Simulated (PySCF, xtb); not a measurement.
dihydroxy(hydroxysilyl)silane (H₆O₃Si₂), SMILES O[SiH2][SiH](O)O. One conformer was computed; it need not be the lowest.

Harmonic wavenumbers (cm⁻¹) from GFN2-xTB (xtb) at its own minimum, in rising order: 36, 110, 181, 194, 248, 316, 326, 336, 452, 493, 620, 672, 721, 737, 794, 813, 824, 845, 854, 878, 915, 2131, 2146, 2190, 3653, 3659, 3712.

Question: What does PySCF with ωB97X-D3(BJ)/def2-SVP give at its own minimum? (The exact figures need the calculation; the answer reports its results.)

Answer: 54, 150, 158, 238, 245, 301, 362, 449, 477, 522, 721, 731, 774, 819, 831, 855, 897, 952, 960, 978, 1012, 2220, 2238, 2263, 3834, 3920, 3930. Paired by order, the mean absolute difference is 78 cm⁻¹ and the zero-point energies are 41.2 and 44.2 kcal/mol.
